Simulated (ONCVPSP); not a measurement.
**bismuth (Bi): excitation energies, all-electron against ONCV**

ONCVPSP 4.0.1 input, shortened (lines: element, Z, core and valence counts, functional; n l f; lmax; l rc ep ncon nbas qcut; lloc lpopt rc5 dvloc0; l nproj debl; icmod fcfact rcfact), PBE, scalar-relativistic:

```
  Bi 83.00   12    3        4      upf
    1    0    2.00
    2    0    2.00
    2    1    6.00
    3    0    2.00
    3    1    6.00
    3    2   10.00
    4    0    2.00
    4    1    6.00
    4    2   10.00
    4    3   14.00
    5    0    2.00
    5    1    6.00
    5    2   10.00
    6    0    1.00
    6    1    4.00
    2
    0    1.68    0.00    4    9    3.00
    1    2.26    0.00    4    8    3.30
    2    1.16    0.00    3    6    8.80
    2    5    1.16    0.00
    0    1    3.00
    1    2    0.80
    2    0    0.80
    3    2.25    1.20
```

Energies are relative to the spin-unpolarised reference configuration 5d10 6s1 6p4; without spin polarisation the order of configurations can differ from experiment.

```json
{"valence configuration": "5d10 6s2 6p3", "charge": "0", "ΔE all-electron (eV)": "-10.083", "error AE − PS (meV)": "+1.0"}
{"valence configuration": "5d10 6s2 6p1", "charge": "+2", "ΔE all-electron (eV)": "13.078", "error AE − PS (meV)": "-17"}
{"valence configuration": "5d10 6s0 6p5", "charge": "0", "ΔE all-electron (eV)": "10.419", "error AE − PS (meV)": "-3.2"}
```

**Question.** What are ΔE and the potential's error for 5d10 6s2 6p2?

**Answer.** ΔE = -2.170 eV all-electron; the error (AE − PS) is -5.9 meV.

Levels in the configuration 5d10 6s2 6p3:

| level | all-electron (eV) | pseudo (eV) |
| --- | --- | --- |
| 5d | -27.082 | -27.063 |
| 6s | -14.477 | -14.477 |
| 6p | -4.571 | -4.573 |

Note: ghosts flagged at negative energy: s at -108.7 eV; GHOST(+) flagged for p at 23.5 eV. A true bound ghost makes a file unfit for plane-wave use.
